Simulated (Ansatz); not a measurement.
Reaction (redistribution): `[OH][Hf]([Cl])([Cl])[I]` + `F[SiH2][SeH]` → `[OH][Hf]([Cl])([Cl])[SeH]` + `F[SiH2]I`

Calculated with Ansatz (gas phase, PBE0-D4/def2-TZVP geometries, no zero-point term in ΔE). CCSD(T)/CBS adds triple-zeta CCSD(T) − MP2 to the extrapolated MP2 energy (def2 sets, frozen cores). def2 core potentials past Kr. For Hf, I, Se outer-core shells are correlated without core-valence functions, which leaves a few kJ/mol of doubt a bond. Scalar relativity is left out up to krypton. One conformer a species, not always the lowest.

`[OH][Hf]([Cl])([Cl])[I]`:

Cartesian coordinates in Å:
```
O -0.721 1.290 -0.239
Hf 0.242 -0.299 0.041
Cl 1.196 -0.979 -1.977
Cl 1.925 0.094 1.608
I -1.447 -2.209 0.956
H -1.196 2.102 -0.388
```

`F[SiH2][SeH]`:

```xyz
6

F     1.156   -0.503    1.292
Si    0.295    0.387    0.283
Se   -0.316   -0.760   -1.563
H    -0.895    0.848    1.030
H     1.147    1.499   -0.190
H    -1.387   -1.471   -0.852
```

`[OH][Hf]([Cl])([Cl])[SeH]`:

Cartesian coordinates in Å:
```
O -1.154 -0.992 -0.034
Hf -0.082 0.529 0.264
Cl -1.012 2.420 -0.750
Cl 0.158 0.948 2.553
Se 2.221 0.031 -0.775
H -1.844 -1.647 -0.080
H 1.712 -1.289 -1.178
```

`F[SiH2]I`:

```xyz
5

F     1.174    0.181   -1.117
Si    0.114   -0.151    0.024
I    -1.580    1.578    0.070
H     0.819   -0.166    1.321
H    -0.527   -1.442   -0.299
```

| level | ΔE (eV) |
| --- | --- |
| MP2/def2-QZVPP | 0.35 |
| SCS-MP2/def2-QZVPP | 0.34 |

What does CCSD(T)/CBS give? (Estimate.)

Computed: +0.32 eV. The listed levels differ from it by 0.03, 0.02 eV.

Largest T1 diagnostic among the species: 0.014.
